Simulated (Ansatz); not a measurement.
Consider the isomerisation: `B/C=C(\F)Cl` → `C=C(F)BCl`.

Calculated with Ansatz (gas phase, PBE0-D4/def2-TZVP geometries, no zero-point term in ΔE). CBS: MP2 limit from def2 TZ/QZ plus the TZ coupled-cluster correction, frozen cores. Functionals use def2-TZVPP. B3LYP here is the variant with VWN-RPA as its local correlation; programs differ in this. One conformer a species, not always the lowest.

Task: Is it downhill or uphill in electronic energy at CCSD(T)/CBS, and by how much? (Estimate.)

Result: Computed: Downhill: ΔE = -1.54 eV.

Task: What do these levels give: B3LYP-D4, PBE, BLYP, PBE0, B3LYP, MP2/def2-SVP? (Best estimate.)

Result: Computed: B3LYP-D4 -1.48, PBE -1.41, BLYP -1.44, PBE0 -1.46, B3LYP -1.48, MP2/def2-SVP -1.57 eV.

Task: What do rigid-rotor, harmonic-oscillator terms from PBE0-D4/def2-TZVP frequencies (298.15 K, 1 bar) make of the CCSD(T)/CBS value? (Estimate.)

Result: Computed: ΔZPE = +0.05 eV, ΔH = -1.48 eV, ΔS = 3 J/(mol·K), ΔG = -1.49 eV.

Largest T1 diagnostic among the species: 0.013.

From BLYP to BHLYP (50 % exact exchange), in def2-TZVPP and without D4, ΔE moves by −0.10 eV. Leaving LDA and LC-ωPBE aside and taking each functional with its dispersion term where it has one, the values, not all of them listed here, spread over 0.14 eV, from BHLYP-D4 to revPBE-D4. At CCSD(T), def2-SVP lies −0.07 eV from the extrapolated value and def2-TZVPP +0.01 eV.
